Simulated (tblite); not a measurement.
Q: Give a GFN2-xTB geometry of `[O]c1cccc(C=O)c1` [radical]. (Doublet state.)

A: 
```xyz
14
C7H5O2 angstrom
O     -2.157   -1.985    0.467
C     -1.398   -1.035    0.252
C     -1.891    0.309   -0.001
C     -1.039    1.353   -0.239
C      0.340    1.154   -0.245
C      0.878   -0.125   -0.005
C      2.345   -0.298   -0.018
O      3.137    0.583   -0.222
C      0.046   -1.192    0.235
H     -2.962    0.443    0.008
H     -1.432    2.342   -0.425
H      1.023    1.969   -0.433
H      2.672   -1.336    0.183
H      0.438   -2.181    0.421
```

Any rigid rotation of these coordinates is as good. Atoms count from 1 in this order. The 9 heavy atoms lie in one plane (0.000 Å rms). C7 (carbon bonded to C, O and H) is planar (angles 124.7°, 121.6° and 113.7°, sum 360.0°, 0.00 Å off the plane of its three neighbours). C2 (carbon bonded to 2 C and O) is planar (angles 122.2°, 122.0° and 115.8°, sum 360.0°, 0.00 Å off the plane of its three neighbours). The 2 C–O bonds span 1.202 Å (C7=O8, drawn double) to 1.235 Å (O1–C2, drawn single), a spread of 0.033 Å.

Bonds between heavy atoms (Å): O1–C2 1.235, C2–C3 1.454, C3–C4 1.369, C4–C5 1.393, C5–C6 1.408, C6–C7 1.478, C7=O8 1.202, C6–C9 1.374, C2–C9 1.452.

Computed geometry: GFN2-xTB, gas phase. This method treats the open shell by occupation alone, without spin polarisation.

Point group: Cs (every atom within 0.08 Å of its image). Its GFN2-xTB frequencies are all real (lowest 82 cm⁻¹). Torsions: C5–C6–C7–O8 0°.

One conformer stands for the species.
